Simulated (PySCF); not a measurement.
CH₆O₃Si, SMILES C[Si](O)(O)O (connectivity only; charge and spin as stated), charge -1, multiplicity 2.

Geometry: PBE-D3(BJ)/def2-SVPD. The geometry has at least one imaginary mode, so it is a saddle point at that level. The values are those of a single conformer.

Calculation: PBE-D3(BJ)/def2-SVPD (PySCF).

Frequencies are harmonic and unscaled.

Computed normal modes with their intensities:
```
mode  ν (cm⁻¹)  IR (km/mol)  moving atoms (share of kinetic energy)
----  --------  -----------  --------------------------------------
1          84i          1.1                          H 61 %, O 34 %
2           22         43.8         O 51 %, C 23 %, H 14 %, Si 11 %
3          185          0.2                                  H 97 %
4          223          2.3         O 38 %, H 29 %, C 23 %, Si 11 %
5          270         21.3                 O 64 %, Si 20 %, H 11 %
6          282          1.6                          H 48 %, O 44 %
7          302         25.4         O 42 %, H 27 %, Si 17 %, C 14 %
8          384         15.3                          H 84 %, O 15 %
9          422         55.1                          H 84 %, O 15 %
10         479          5.1                  O 57 %, H 21 %, C 16 %
11         654         22.7         Si 31 %, C 27 %, H 22 %, O 20 %
12         676        113.6                 O 54 %, Si 32 %, H 10 %
13         692        125.2         H 58 %, O 19 %, C 13 %, Si 10 %
14         719         79.8                  H 51 %, O 28 %, C 14 %
15         765         41.3                 Si 39 %, O 28 %, H 27 %
16         785          0.9                                  H 93 %
17         892        120.3                          H 88 %, O 10 %
18         948         73.9                 H 78 %, O 11 %, Si 10 %
19        1136         11.6                          H 78 %, C 21 %
20        1350         13.9                                  H 95 %
21        1362          2.9                                  H 95 %
22        2874        342.3                                  H 96 %
23        3020         46.6                                  H 92 %
24        3067          3.8                          H 90 %, C 10 %
25        3592        168.3                                  H 94 %
26        3751          5.9                                  H 94 %
27        3751         20.3                                  H 94 %
```
